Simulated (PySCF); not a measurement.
OPb (SMILES [O]=[Pb]), singlet, at a GFN2-xTB geometry (such geometries of metal compounds can be far from the true shape) (core potentials on Pb); R2SCAN/def2-TZVP run with PySCF.

Input for PySCF:
```python
from pyscf import gto, scf, dft

mol = gto.Mole()
mol.atom = '''
    Pb   -0.000000   -0.000000   -0.170633
    O     0.000000    0.000000    1.748993
'''
mol.basis = 'def2-tzvp'
mol.ecp = {'Pb': 'def2-tzvp'}
mol.charge = 0
mol.spin = 0
mol.verbose = 4
mol.build()

mf = dft.RKS(mol)
mf.xc = 'r2scan'
mf.grids.becke_scheme = dft.gen_grid.stratmann
mf.kernel()
```

What the program printed (banner, timings and long lists left out):

```
PySCF version 2.14.0

[INPUT] verbose = 4
[INPUT] num. atoms = 2
[INPUT] num. electrons = 30
[INPUT] charge = 0
[INPUT] spin (= nelec alpha-beta = 2S) = 0
[INPUT] symmetry False subgroup None
[INPUT] Mole.unit = angstrom
[INPUT] Symbol           X                Y                Z      unit          X                Y                Z       unit  Magmom
[INPUT]  1 Pb     0.000000000000   0.000000000000  -0.170633000000 AA    0.000000000000   0.000000000000  -0.322449637813 Bohr   0.0
[INPUT]  2 O      0.000000000000   0.000000000000   1.748993000000 AA    0.000000000000   0.000000000000   3.305117763781 Bohr   0.0

nuclear repulsion = 48.5173617787632
number of shells = 27
number of NR pGTOs = 137
number of NR cGTOs = 81
basis = def2-tzvp
ecp = {'Pb': 'def2-tzvp'}

******** <class 'pyscf.dft.rks.RKS'> ********
method = RKS
initial guess = minao
damping factor = 0
level_shift factor = 0
DIIS = <class 'pyscf.scf.diis.CDIIS'>
diis_start_cycle = 1
diis_space = 8
diis_damp = 0
SCF conv_tol = 1e-09
SCF conv_tol_grad = None
SCF max_cycles = 50
direct_scf = True
direct_scf_tol = 1e-13
XC library pyscf.dft.libxc version 7.1.2
    S. Lehtola, C. Steigemann, M. J. T. Oliveira, and M. A. L. Marques,  SoftwareX 7, 1–5 (2018)
XC functionals = r2scan
    J. W. Furness, A. D. Kaplan, J. Ning, J. P. Perdew, and J. Sun,  J. Phys. Chem. Lett. 11, 8208–8215 (2020)
    J. W. Furness, A. D. Kaplan, J. Ning, J. P. Perdew, and J. Sun,  J. Phys. Chem. Lett. 11, 9248–9248 (2020)
    J. W. Furness, A. D. Kaplan, J. Ning, J. P. Perdew, and J. Sun,  J. Phys. Chem. Lett. 11, 8208–8215 (2020)
    J. W. Furness, A. D. Kaplan, J. Ning, J. P. Perdew, and J. Sun,  J. Phys. Chem. Lett. 11, 9248–9248 (2020)
radial grids:
    Treutler-Ahlrichs [JCP 102, 346 (1995); DOI:10.1063/1.469408] (M4) radial grids

becke partition: Stratmann, Scuseria, Frisch. CPL, 257, 213 (1996); DOI:10.1016/0009-2614(96)00600-8
pruning grids: <function nwchem_prune>
grids dens level: 3
symmetrized grids: False
atomic radii adjust function: <function treutler_atomic_radii_adjust>
small_rho_cutoff = 0
Set gradient conv threshold to 3.16228e-05
Initial guess from minao.
tot grids = 37312
init E= -236.128901271203
  HOMO = -0.75638489519435  LUMO = -0.604005530983776  gap/eV = 4.14645
cycle= 1 E= -267.532211639351  delta_E= -31.4  |g|= 1.81  |ddm|= 10.4
  HOMO = -0.0343590963086768  LUMO = 0.0468793783037794  gap/eV = 2.21061
cycle= 2 E= -266.149339744135  delta_E= 1.38  |g|= 3.08  |ddm|= 5.52
  HOMO = -0.302398517659245  LUMO = -0.0712229673492885  gap/eV = 6.29061
cycle= 3 E= -267.371572822487  delta_E= -1.22  |g|=  1.9  |ddm|= 2.64
  HOMO = -0.248030165612811  LUMO = -0.0906466142212728  gap/eV = 4.28262
cycle= 4 E= -268.118640614877  delta_E= -0.747  |g|= 0.406  |ddm|= 1.11
  HOMO = -0.224425626577655  LUMO = -0.0986860673548193  gap/eV = 3.42155
cycle= 5 E= -268.15846784908  delta_E= -0.0398  |g|= 0.197  |ddm|=  0.5
  HOMO = -0.227284682535017  LUMO = -0.0970626923399683  gap/eV = 3.54352
cycle= 6 E= -268.166900622527  delta_E= -0.00843  |g|= 0.0667  |ddm|= 0.142
  HOMO = -0.230321135427921  LUMO = -0.0993579297274413  gap/eV = 3.56369
cycle= 7 E= -268.167490174131  delta_E= -0.00059  |g|= 0.0426  |ddm|= 0.0238
  HOMO = -0.232168634730029  LUMO = -0.10021419307906  gap/eV = 3.59066
cycle= 8 E= -268.167832613372  delta_E= -0.000342  |g|= 0.018  |ddm|= 0.0148
  HOMO = -0.232668433288412  LUMO = -0.100129016247794  gap/eV = 3.60658
cycle= 9 E= -268.167907601335  delta_E= -7.5e-05  |g|= 0.00259  |ddm|= 0.01
  HOMO = -0.232745087708977  LUMO = -0.100117069059325  gap/eV = 3.60899
cycle= 10 E= -268.167909145452  delta_E= -1.54e-06  |g|= 0.000109  |ddm|= 0.00163
  HOMO = -0.232746218995923  LUMO = -0.100113037330713  gap/eV = 3.60913
cycle= 11 E= -268.167909146352  delta_E= -9e-10  |g|= 6.64e-05  |ddm|= 0.000142
  HOMO = -0.232743321635264  LUMO = -0.100112455369381  gap/eV = 3.60907
cycle= 12 E= -268.167909147433  delta_E= -1.08e-09  |g|= 1.18e-06  |ddm|= 5.07e-05
  HOMO = -0.232743132195606  LUMO = -0.100112330743565  gap/eV = 3.60907
cycle= 13 E= -268.167909147433  delta_E= 1.14e-13  |g|= 2.74e-07  |ddm|= 1.52e-06
  HOMO = -0.232743206534837  LUMO = -0.10011233806502  gap/eV = 3.60907
Extra cycle  E= -268.167909147432  delta_E= 1.02e-12  |g|= 1.59e-06  |ddm|= 1.07e-06
converged SCF energy = -268.167909147432
```
